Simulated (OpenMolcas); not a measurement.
Pt6+: moving or changing the point charges

Pt6+ among 6 point charges of -1.7 e arranged as a trigonal antiprism (D3d), 2.09 Å from the ion, with a polar angle of 60.8° against the regular 54.74°.
```
   0.0000    1.8236    1.0210  -1.70
  -1.5793   -0.9118    1.0210  -1.70
   1.5793   -0.9118    1.0210  -1.70
   0.0000   -1.8236   -1.0210  -1.70
   1.5793    0.9118   -1.0210  -1.70
  -1.5793    0.9118   -1.0210  -1.70
```

| Item | Value |
| --- | --- |
| Program | OpenMolcas |
| Method | SS-CASPT2, IPEA 0.25 Eh, imaginary shift 0.1 Eh (closed shells correlated: 5s 5p) |
| Basis | ANO-RCC-VDZP [7s6p4d2f] |
| Scalar Hamiltonian | DKH2, point nucleus |
| Active space | 4 electrons in 5 orbitals (5d) |
| State averaging | 2S+1 = 5 even, 5 roots; 2S+1 = 3 even, 45 roots; 2S+1 = 1 even, 50 roots |
| Spin-orbit coupling | RASSI with atomic mean-field integrals over the reference wave functions |

Runs around this geometry, states (labels of D3, the rotations of D3d). Energies in cm-1 above the lowest state or level, χT in cm3 K/mol.

```
R (Å)  q (e)  Polar angle / regular  Ground state  First state of that spin  First gap with spin-orbit (degeneracies)  χT at 300 K  First state of another spin
 2.09   -1.1                   1.11            5E                   5E 3470                               6830 (1, 1)        0.030                    3A2 19520
 1.92   -1.7                   1.11            5E                   5E 7540                               6120 (1, 1)        0.038                    3A2 15670
 2.09   -1.7                   1.11            5E                   5E 5340                               6390 (1, 1)        0.033                    3A2 18060
 2.27   -1.7                   1.11            5E                   5E 3880                               6660 (1, 1)        0.031                    3A2 19430
 2.09   -1.7                    1.2            5E                   5E 8020                               5400 (1, 1)        0.040                    3A2 18170
```

Taking the first state of the same spin as R^-n, n = -ln(3880 / 7540) / ln(2.27 / 1.92) = 4.0 between the shortest and longest distance.

Scaling the charges by -1.1 / -1.7 = 0.65 scales the first state of the same spin by 3470 / 5340 = 0.65; with fixed orbitals a first-order splitting would follow the charge.

Roots that are degenerate in the reference are averaged as groups; the widest CASPT2 spread within a group is 99 cm-1 (the 2-fold group of multiplicity 1 near 60600 cm-1 above the lowest state of its run, R = 2.09, q = -1.1, ratio = 1.11). Shifts and gaps below about the spread of the groups concerned are not significant. Point charges give a weaker field than real ligands, and real ions of this kind are as a rule low spin; the high spin found here belongs to the model. Free-ion shares, where given, are those of the reference states; single-state CASPT2 does not remix them. Spin-orbit coupling mixes the spin-free states strongly: the lowest level takes only 30 % from its leading state, 5E (figures for R = 2.09, q = -1.1, ratio = 1.11; the like holds for R = 1.92, q = -1.7, ratio = 1.11, R = 2.09, q = -1.7, ratio = 1.11, R = 2.27, q = -1.7, ratio = 1.11, R = 2.09, q = -1.7, ratio = 1.2). Point charges carry no covalency, so the field is a model and not that of real ligands. No measured value stands beside these numbers.
